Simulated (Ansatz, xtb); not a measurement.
Relaxing a trial structure of AlGaH2N2

The starting geometry of this gas-phase singlet was built from a drawn formula by distance geometry; its bonds are those of `[AlH]1[N]2[GaH][N]12`.

```xyz
6

Al   -0.1563    1.6102   -1.3214
Ga   -0.9956    1.9568    2.0024
N     0.0758    0.9540    0.5066
N    -0.2396    2.3345    0.4063
H    -0.7117    1.5003   -2.8024
H    -0.3815    1.7504    3.4967
```

**Question.** Predict what it relaxes into with r2SCAN-D4/def2-SVP.

**Answer.** It rearranges, giving a structure given below by its coordinates. Distances that change by over a tenth: Ga2–N4 (1.81 → 2.25 Å), N3–N4 (1.42 → 1.11 Å). Contacts that open: Al1–N3 (1.96 → 4.24 Å), Al1–N4 (1.88 → 3.36 Å), Ga2–N3 (2.10 → 3.33 Å). Contacts that close: Al1–Ga2 (3.45 → 2.49 Å).

The energy falls by 3.02 eV over 42 steps:

```tsv
step	E − E(last) (eV)
1	3.021
6	1.973
10	1.714
15	1.616
19	1.258
24	0.360
28	0.153
33	0.029
37	0.003
42	0.000
```

Final geometry (Å):

```tsv
atom	x (Å)	y (Å)	z (Å)
Al	-0.2780	2.9652	-1.0142
Ga	-1.0826	2.2025	1.2200
N	0.3590	-0.7799	0.8728
N	0.0838	0.2916	0.9855
H	-1.1279	2.9415	-2.3897
H	-0.3631	2.4854	2.6138
```

From the same start GFN2-xTB ends elsewhere, differing in Al1–Ga2 (3.42 against 2.49 Å here), Al1–N3 (1.82 against 4.24 Å here), Al1–N4 (1.74 against 3.36 Å here), Ga2–N3 (2.22 against 3.33 Å here), Ga2–H6 (2.65 against 1.59 Å here), N3–H6 (1.02 against 3.77 Å here).

No frequencies were run, so the end isn't proven a minimum. Run with Ansatz 0.2.0, 53 s on 2 threads of Intel(R) Xeon(R) Platinum 8375C CPU @ 2.90GHz (Ice Lake), on a shared host.
